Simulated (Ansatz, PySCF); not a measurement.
Torsion H4–S1–Sn2–Cl3 in ClHSSn (SMILES [SH][Sn][Cl]); at each angle all else is relaxed with GFN2-xTB, and the levels are single points there.
Geometry at 0° (charge 0, multiplicity 1):
| atom | x (Å) | y (Å) | z (Å) |
|---|---|---|---|
| S | -1.3999 | 0.3730 | 0.4283 |
| Sn | 0.8541 | 1.1070 | -0.2227 |
| Cl | 1.2902 | -0.5263 | -1.8919 |
| H | -1.4976 | -0.6496 | -0.4048 |

On the grid 0° to 330°, 270° is the highest and 0° the lowest point at CCSD(T)/CBS(def2-TZVPP, def2-QZVPP).

Rows in LANL2DZ carry no dispersion term and start afresh at each structure. LANL2DZ brings its own core potentials from Na on.

Programs: Ansatz (Gaussian orbitals); PySCF for LANL2DZ rows, the dispersion terms.  In def2 rows elements past Kr take small-core potentials, without spin–orbit coupling.

### Question
Predict the energy at 270° less that at 0° from r2SCAN-D3(BJ)/def2-TZVPP.

### Answer
369 meV

Ansatz is a first-principles code.
